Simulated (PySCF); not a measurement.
CH6ClFOSi2, SMILES C[SiH2][Si@@](Cl)(F)O.

Geometry optimised at B3LYP-D3(BJ)/def2-SVP. The structure was generated by enumeration; whether it is a known compound was not checked. Other conformers were not sampled.

Level of theory: TDDFT-LC-ωPBE/def2-SVPD run with PySCF 2.14.0.

Vertical excitations. 

Computed excitation energies, oscillator strengths and character:
```json
[
 {"state": "S1", "energy (eV)": "7.68", "λ (nm)": "161", "f": "0.070", "main pairs": "HOMO→LUMO+1 45 %, HOMO→LUMO 30 %"},
 {"state": "S2", "energy (eV)": "7.89", "λ (nm)": "157", "f": "0.112", "main pairs": "HOMO→LUMO+2 62 %, HOMO→LUMO+1 16 %"},
 {"state": "S3", "energy (eV)": "8.61", "λ (nm)": "144", "f": "0.337", "main pairs": "HOMO→LUMO 46 %, HOMO→LUMO+1 14 %, HOMO→LUMO+2 13 %"},
 {"state": "S4", "energy (eV)": "8.78", "λ (nm)": "141", "f": "0.019", "main pairs": "HOMO−1→LUMO 40 %, HOMO−1→LUMO+2 9 %, HOMO−3→LUMO+1 7 %"},
 {"state": "S5", "energy (eV)": "8.85", "λ (nm)": "140", "f": "0.031", "main pairs": "HOMO−1→LUMO+1 25 %, HOMO−3→LUMO 11 %, HOMO−5→LUMO 10 %, HOMO−1→LUMO 10 %"},
 {"state": "S6", "energy (eV)": "8.87", "λ (nm)": "140", "f": "0.032", "main pairs": "HOMO−1→LUMO+2 35 %, HOMO−3→LUMO+1 14 %, HOMO−3→LUMO 9 %, HOMO−1→LUMO+1 7 %"},
 {"state": "S7", "energy (eV)": "8.99", "λ (nm)": "138", "f": "0.135", "main pairs": "HOMO−2→LUMO 39 %, HOMO−2→LUMO+1 37 %"},
 {"state": "S8", "energy (eV)": "9.09", "λ (nm)": "136", "f": "0.011", "main pairs": "HOMO−2→LUMO+2 31 %, HOMO−4→LUMO 8 %, HOMO→LUMO+4 8 %, HOMO−3→LUMO 7 %"},
 {"state": "S9", "energy (eV)": "9.12", "λ (nm)": "136", "f": "0.048", "main pairs": "HOMO→LUMO+4 48 %, HOMO→LUMO+5 11 %, HOMO−2→LUMO+2 10 %"},
 {"state": "S10", "energy (eV)": "9.20", "λ (nm)": "135", "f": "0.016", "main pairs": "HOMO−2→LUMO+2 13 %, HOMO−3→LUMO+2 12 %, HOMO−2→LUMO+1 10 %, HOMO−4→LUMO+2 9 %"},
 {"state": "T1", "energy (eV)": "6.48", "λ (nm)": "191", "f": "0", "main pairs": "HOMO→LUMO+1 57 %, HOMO→LUMO 15 %, HOMO→LUMO+5 9 %"},
 {"state": "T2", "energy (eV)": "6.62", "λ (nm)": "187", "f": "0", "main pairs": "HOMO→LUMO+2 65 %, HOMO→LUMO 11 %, HOMO→LUMO+6 10 %"},
 {"state": "T3", "energy (eV)": "7.73", "λ (nm)": "160", "f": "0", "main pairs": "HOMO→LUMO 22 %, HOMO→LUMO+4 13 %, HOMO→LUMO+5 11 %, HOMO→LUMO+8 8 %"},
 {"state": "T4", "energy (eV)": "8.11", "λ (nm)": "153", "f": "0", "main pairs": "HOMO−2→LUMO+1 35 %, HOMO−2→LUMO 24 %, HOMO−3→LUMO+2 6 %, HOMO−4→LUMO+1 5 %"}
]
```
Triplets are in the Tamm–Dancoff approximation, which puts them higher than full response would, so one can lie above its singlet here.
